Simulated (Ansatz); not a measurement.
Reaction (ligand exchange at a B–O bond): `BO[SiH2]F` + `CN[SiH2]Cl` → `BN(C)[SiH2]Cl` + `O[SiH2]F`

Gas-phase electronic energies from Ansatz, PBE0-D4/def2-TZVP geometries. CBS: MP2 limit from def2 TZ/QZ plus the TZ coupled-cluster correction, frozen cores. DFT in def2-TZVPP. One conformer a species, not always the lowest.

`BO[SiH2]F`:

```xyz
8

B     0.985   -0.943    0.771
O     0.344   -0.543   -0.350
Si   -0.692    0.694   -0.651
F    -2.146    0.078   -0.833
H     1.670   -1.923    0.707
H     0.861   -0.313    1.787
H    -0.727    1.629    0.494
H    -0.296    1.322   -1.925
```

`CN[SiH2]Cl`:

Z-matrix (Å, degrees):
```
C
N 1 1.450
H 1 1.096 2 113.1
H 1 1.093 2 110.8 3 -122.0
H 1 1.093 2 109.4 3 119.9
Si 2 1.697 1 123.8 3 -88.7
H 2 1.008 1 113.6 3 65.8
Cl 6 2.075 2 114.8 1 68.9
H 6 1.479 2 108.8 1 -48.4
H 6 1.479 2 108.1 1 -172.4
```

`BN(C)[SiH2]Cl`:

Z-matrix (Å, degrees):
```
C
N 1 1.461
H 1 1.093 2 110.9
H 1 1.090 2 109.5 3 -119.9
H 1 1.094 2 111.0 3 120.1
Si 2 1.736 1 117.0 3 -63.6
B 2 1.399 1 122.0 3 116.2
Cl 6 2.058 2 109.9 1 63.6
H 6 1.473 2 109.7 1 -176.8
H 6 1.481 2 109.5 1 -52.3
H 7 1.198 2 119.3 1 1.4
H 7 1.197 2 119.1 1 -178.9
```

`O[SiH2]F`:

Z-matrix (Å, degrees):
```
Si
F 1 1.596
O 1 1.630 2 111.0
H 1 1.482 2 106.0 3 121.4
H 1 1.474 2 108.2 3 -116.3
H 3 0.958 1 119.1 2 71.8
```

(1) Is it downhill or uphill in electronic energy at CCSD(T)/CBS, and by how much? (An estimate is asked.)

(2) What do these levels give: LDA (SPW92), BHLYP-D4, revPBE, BHLYP, HF/def2-QZVPP, SCS-MP2/def2-QZVPP? (Best estimate.)

Largest T1 diagnostic among the species: 0.013.

Answers

(1) Ansatz gave: Downhill: ΔE = -7.0 kJ/mol.

(2) The calculation gave: LDA (SPW92) -16.4, BHLYP-D4 1.1, revPBE -3.4, BHLYP 4.8, HF/def2-QZVPP 16.9, SCS-MP2/def2-QZVPP -4.3 kJ/mol.

From BLYP to BHLYP (50 % exact exchange), in def2-TZVPP and without D4, ΔE moves by +3.3 kJ/mol. The D4 term adds −4.9 kJ/mol with B3LYP and −2.6 kJ/mol with PBE0; it sums over pairs of atoms, weighted by their polarisabilities, and B3LYP, whose exchange is more repulsive, gets the larger term. In def2-TZVPP, CCSD(T) changes the Hartree–Fock value by −23.4 kJ/mol (the triples alone add −3.5 kJ/mol) and MP2 by −25.9 kJ/mol.

B3LYP here is the variant with VWN-RPA as its local correlation; programs differ in this.
